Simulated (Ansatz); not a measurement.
Born–Oppenheimer molecular dynamics of AlClF2 (4 atoms, charge 0, multiplicity 1). It starts from a relaxed structure.

The calculation used Ansatz, RKS PBE0-D4/cc-pVDZ.

| Item | Value |
| --- | --- |
| ensemble | NVT, Langevin thermostat |
| time step | 2 fs |
| steps asked | 150 |
| set temperature | 500 K |
| friction | 0.005 /fs |
| temperature schedule | 37 steps to 500 K, then 113 steps to 1000 K |
| seed | 96961 |

First frame:

```xyz
4
Properties=species:S:1:pos:R:3
Al 0.000 0.000 0.037
Cl 0.000 0.000 2.125
F 1.443 0.000 -0.811
F -1.443 0.000 -0.811
```

**Question.** How far do the bonds stretch over the last three quarters of this one trajectory? (Pairs bonded in most of those frames.)

**Answer.** 
```json
{"bond": "Al1–Cl2", "mean (Å)": "2.104", "spread (Å)": "0.049", "shortest": "2.00", "longest": "2.22"}
{"bond": "Al1–F3", "mean (Å)": "1.680", "spread (Å)": "0.043", "shortest": "1.61", "longest": "1.76"}
{"bond": "Al1–F4", "mean (Å)": "1.675", "spread (Å)": "0.025", "shortest": "1.63", "longest": "1.73"}
```

Mean temperature of the second half: 639 K. The schedule's set-point averaged 834 K over the second half and the system 639 K, so it lags behind the ramp. A run of 0.3 ps of so small a system gives no equilibrium averages.

The run took 5.5 min on 1 thread of Arm Neoverse V1, on a shared host, peak memory 0.12 GiB.
